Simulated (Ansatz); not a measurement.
**Ligand exchange: CH4S + SnH(SH)3 → CH4S2 + SnH2(SH)2**

Gas-phase species: CH4S (methanethiol) `CS`, singlet; SnH(SH)3, singlet; CH4S2 (methyl hydrodisulfide) `CSS`, singlet; SnH2(SH)2, singlet. The partners trade H for SH: S–H and Sn–SH bonds give way to S–SH and Sn–H.

Shapes, held fixed at every level: PBE0-D4/def2-TZVP. Flexible molecules stand in one conformer, not always the lowest. Programs: Ansatz 0.2.0. Electronic energies: no zero-point or thermal term.

Task: Estimate ΔE of this reaction.

Result: The highest level, CCSD(T)/def2-TZVPP, gives ΔE = +96.8 kJ/mol; the levels span +85.4 to +111.6. The column of differences is taken from that level and isn't an error. No measured value is set beside it here. For atoms past krypton def2 sets carry core potentials with scalar relativity. Outer-core shells of Sn are correlated, in sets that cover them unevenly. Times are processor times on shared x86 and Arm servers, and rough.

| level | kind | ΔE (kJ/mol) | less CCSD(T)/def2-TZVPP | CPU time (sum over the molecules) |
| --- | --- | --- | --- | --- |
| HF/def2-SVP | Hartree–Fock | +111.6 | +14.8 | – |
| PBE-D4/def2-TZVPP | GGA | +85.4 | -11.4 | 22 s |
| BHLYP-D4/def2-TZVPP | global hybrid | +96.1 | -0.7 | 29 s |
| PBE0-D4/def2-TZVPP | global hybrid | +90.2 | -6.6 | 28 s |
| wB97M-V/def2-TZVPP | range-separated hybrid | +91.2 | -5.6 | 1.7 min |
| wB97X-V/def2-TZVPP | range-separated hybrid | +91.0 | -5.8 | 74 s |
| B2PLYP/def2-TZVPP | double hybrid | +92.6 | -4.2 | 49 s |
| CCSD(T)/def2-TZVPP | coupled cluster or CI | +96.8 | 0.0 | – |
